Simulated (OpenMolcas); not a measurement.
**Br3+: effect of the IPEA shift**

| Item | Value |
| --- | --- |
| Program | OpenMolcas |
| Basis | ANO-RCC-VQZP [7s6p4d2f1g] |
| Scalar Hamiltonian | DKH2, point nucleus |
| Active space | 4 electrons in 9 orbitals (RAS2 4s 4p; RAS3 4d, at most 2 electrons) |
| State averaging | 2S+1 = 3 even, 6 roots; 2S+1 = 1 even, 12 roots; 2S+1 = 5 odd, 1 root; 2S+1 = 3 odd, 9 roots; 2S+1 = 1 odd, 8 roots |
| Spin-orbit coupling | state interaction with AMFI integrals over the reference wave functions, term energies averaged over their components |

Methods on the same reference wave functions:
A. RASSCF
B. MS-RASPT2, IPEA 0 Eh, imaginary shift 0.1 Eh (closed shells correlated: 3d)
C. MS-RASPT2, IPEA 0.25 Eh, imaginary shift 0.1 Eh (closed shells correlated: 3d)

Energies in cm-1 above 4s2 4p2 3P0.

```
       Level       A       B       C
 4s2 4p2 3P0     0.0     0.0     0.0
 4s2 4p2 3P1    2209    2260    2260
 4s2 4p2 3P2    5011    5000    4990
 4s2 4p2 1D2   17653   15850   15880
 4s2 4p2 1S0   35789   33360   33490
4s 4p3 5S* 2   74806   79010   79000
4s 4p3 3D* 1  108007  108870  109010
4s 4p3 3D* 2  108051  108920  109070
4s 4p3 3D* 3  108622  109520  109660
4s 4p3 3P* 0  125364  125430  125630
4s 4p3 3P* 1  125477  125550  125740
4s 4p3 3P* 2  125546  125630  125820
4s 4p3 1D* 2  138016  137120  137320
```

Between B and C the level of the table that moves most is 4s 4p3 1D* 2, by 200 cm-1 (lowest in B, highest in C). Moves below CASPT2's spread within the term are not significant.

From A to B the spin-free energies of the other terms of 4s2 4p2 shown, above 3P, scale by factors of 0.86 to 0.92.

The lowest spin-free term lies below A's lowest term by 0.105 hartree in B, 0.104 hartree in C.

CASPT2 does not keep the components of a term degenerate, so their means are used; among the terms shown or strongly mixed into the levels shown the widest spread is 37 cm-1 (4s 4p3 3D*, C). Configurations are named by rounded mean occupations; where the s occupation lies near a half they are strongly mixed, a name can repeat and a true partner stay unpaired. Some terms take much of their weight from 4d, a shell meant for correlation, so their names are nominal. Some terms mix strongly with configurations of 4d, whose occupation reaches 0.54 (4s 4p3 1D*). Levels of configurations outside the active space are missing. The table leaves out levels that lie high or whose names do not pair safely across all columns.

* marks odd parity.
